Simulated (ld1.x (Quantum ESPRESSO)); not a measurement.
## What one change does to a pseudopotential (tantalum, TM)

```
Element                 : tantalum
Generator               : ld1.x (Quantum ESPRESSO) 7.5
Type                    : norm-conserving Troullier–Martins (Kleinman–Bylander form)
Functional              : PBE
Relativity              : scalar-relativistic
Frozen core             : [Kr] 4d10 4f14 5s2
Valence charge          : 11
Reference configuration : 5p6 5d3 6s1 6p0 (charge +1)
Partial waves           : 6s (bound): rc 1.95 bohr; 5p (bound): rc 1.60 bohr; 5d (bound): rc 1.65 bohr; 5f channel at 0.2 Ry: rc 1.75 bohr
Local potential         : all-electron potential smoothed inside 1.55 bohr (lloc = -1)
Core correction         : a·sin(br)/r model core, default radius (core density twice the valence density)
```

All-electron outer shells of the reference configuration (PBE, scalar-relativistic, ld1.x):

```
shell  level (eV)  outermost node (bohr)  outermost maximum (bohr)
   5p      -46.62                   0.58                      1.13
   4f      -31.91                      –                      0.44
   6s      -11.62                   1.32                      2.68
   5d      -10.49                   0.65                      1.56
   6p       -6.61                   1.58                      3.48
```

Change: all radii but the core radius scaled by about 0.89 (s 1.74, p 1.42, d 1.46, f 1.56 bohr); local potential all-electron potential smoothed inside 1.38 bohr (lloc = -1).

Cutoffs: the cutoffs (Ry, on a coarse ladder) from which the occupation-weighted sum of valence levels, in a spherical-Bessel basis at the reference potential, stays within 10 and 1 mRy of its value at 400 Ry; they do not see the model core or the augmentation charge, which bear on the density cutoff. Errors are all-electron minus pseudo energies relative to the spin-unpolarised reference configuration.

**Question.** Predict the effect on cutoff, ghosts and configuration errors.

**Answer.** The potential gets harder (50 Ry and 90 Ry → 80 Ry and 110 Ry); both files keep a bound ghost (f, s); of the 7 tests that both files solve, the error grows in 5 and shrinks in 1 by more than 15 % and 0.3 meV (median size 10.6 → 24.8 meV). A smaller radius makes the pseudo-wave follow the all-electron one further in, where it bends more sharply, so more plane waves are needed.

| quantity | base | changed |
| --- | --- | --- |
| cutoff, loose | 50 Ry | 80 Ry |
| cutoff, tight | 90 Ry | 110 Ry |
| loose cutoff by channel (10 mRy a level) | s 18 Ry, p 35 Ry, d 21 Ry | s 60 Ry, p 45 Ry, d 21 Ry |
| bound ghosts | f, s | f, s |
| error for 5p6 5d3 6s2 6p0, meV [ΔE -8.47 eV] | +0.7 | -6.3 |
| error for 5p6 5d3 6s0 6p0, meV [ΔE 14.97 eV] | -11 | -25 |
| error for 5p6 5d2 6s0 6p0, meV [ΔE 38.58 eV] | -39 | -58 |
| error for 5p5 5d3 6s2 6p0, meV [ΔE 36.51 eV] | -187 | -157 |
| error for 5p6 5d4 6s1 6p0, meV [ΔE -6.37 eV] | -3.5 | -4.9 |
| error for 5p6 5d3 6s1.5 6p0, meV [ΔE -5.01 eV] | +1.2 | -1.0 |
| error for 5p6 5d3 6s1 6p1, meV [ΔE -4.29 eV] | +20 | +25 |

 A true bound ghost makes a file unfit for plane-wave use even where its test errors are small: the radial tests pick states by their node count and pass the ghost by.
